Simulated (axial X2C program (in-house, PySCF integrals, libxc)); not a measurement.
# Bond lengths and stretching modes, held linear, of WOH⁻

Calculated with an in-house all-electron X2C program for linear molecules (integrals from PySCF): two-component X2C with atomic mean-field Coulomb and Gaunt terms, Gaussian nuclei, basis W dyall-v3z, O dyall-av3z, H dyall-v3z with contracted cores. Spin-free rows use the one-electron spin-free X2C Hamiltonian.

Masses W 183.951, O 15.995, H 1.008 u. States: 2c Ω = 2 (beyond evenly filled blocks: ω = -1/2, ω = 5/2); spin-free M_S = 2, Λ = 0 (beyond evenly filled blocks: π+α, π-α, δ+α, δ-α).

MP2, 2c: energies above the lowest point

| r(W–O) (Å) | r(O–H) (Å) | E (meV) |
| --- | --- | --- |
| 1.8749 | 0.9233 | 95.98 |
| 1.8749 | 0.9470 | 74.42 |
| 1.8749 | 0.9707 | 85.34 |
| 1.9230 | 0.9233 | 35.39 |
| 1.9230 | 0.9470 | 13.52 |
| 1.9230 | 0.9707 | 24.09 |
| 1.9230 | 0.9943 | 62.05 |
| 1.9711 | 0.9233 | 22.41 |
| 1.9711 | 0.9470 | 0.00 |
| 1.9711 | 0.9707 | 10.16 |
| 2.0192 | 0.9470 | 23.96 |
| 2.0192 | 0.9943 | 70.38 |

Q: Fit a quadratic surface with cubic terms in each bond: where is the minimum, and what are the two stretching wavenumbers?

A: At MP2, 2c: bonds 1.963 and 0.951 Å; harmonic stretches 543.0 and 4024.3 cm⁻¹; force constants 2.71, 9.03 and coupling -0.07 mdyn/Å.

The other levels and Hamiltonians give:

```csv
Hamiltonian,level,r(W–O) (Å),r(O–H) (Å),lower stretch (cm⁻¹),upper stretch (cm⁻¹)
2c,PBE0,1.921,0.946,581.1,4080.7
2c,HF,1.989,0.928,539.1,4316.9
2c,B3LYP,1.935,0.949,568.0,4017.8
spin-free,PBE0,1.923,0.946,580.7,4086.6
spin-free,HF,1.990,0.929,539.7,4314.4
spin-free,B3LYP,1.938,0.948,568.1,4029.4
spin-free,MP2,1.967,0.951,540.4,4027.6
```

Each state is one determinant, the lowest of a limited PBE0 search; the stretches come from a fit to these few points and carry an uncertainty of a few per cent. Other orders of the atoms were not compared. MP2 freezes inner shells (threshold -2 hartree). For an anion the highest level of a functional can be positive, and the basis then holds the extra electron. The molecule was held linear; bending was not examined, so a bent shape may lie lower. Open-shell Ω = 0 determinants with evenly filled partner blocks cannot be reached by this program, so the Ω shown need not be the lowest component. Note: several unpaired electrons, one determinant need not be a pure state.
